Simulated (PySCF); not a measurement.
SMILES N(C)[CH2] (C₂H₆N), doublet, CAM-B3LYP/def2-SVP optimised geometry.

```
9

C     -1.21    -0.83    -1.47
N      0.14    -0.86    -1.18
C      0.64    -0.19     0.00
H     -1.74     0.09    -1.22
H     -1.54    -1.41    -2.33
H      0.61    -1.73    -1.39
H      0.29    -0.65     0.95
H      0.31     0.86     0.00
H      1.74    -0.19     0.00
```

Density from unrestricted CAM-B3LYP/def2-TZVP in PySCF 2.14.0 at that geometry.

Minimum of the electron density along straight lines between bonded atoms, close to the bond critical point (lines longer than 1.1 times the sum of covalent radii, or with two minima, are not listed):

```
bond   length / Å  ρ at the minimum / e bohr⁻³  ∇²ρ there / e bohr⁻⁵  position (fraction from the first atom)
-----  ----------  ---------------------------  --------------------  ---------------------------------------
C1–N2       1.382                        0.306                 -0.90                                     0.37
N2–C3       1.441                        0.277                 -0.76                                     0.60
C1–H4       1.093                        0.278                 -0.96                                     0.65
C1–H5       1.092                        0.279                 -0.97                                     0.65
N2–H6       1.014                        0.339                 -1.67                                     0.74
C3–H7       1.108                        0.273                 -0.93                                     0.65
C3–H8       1.101                        0.276                 -0.95                                     0.65
C3–H9       1.100                        0.278                 -0.96                                     0.64
```
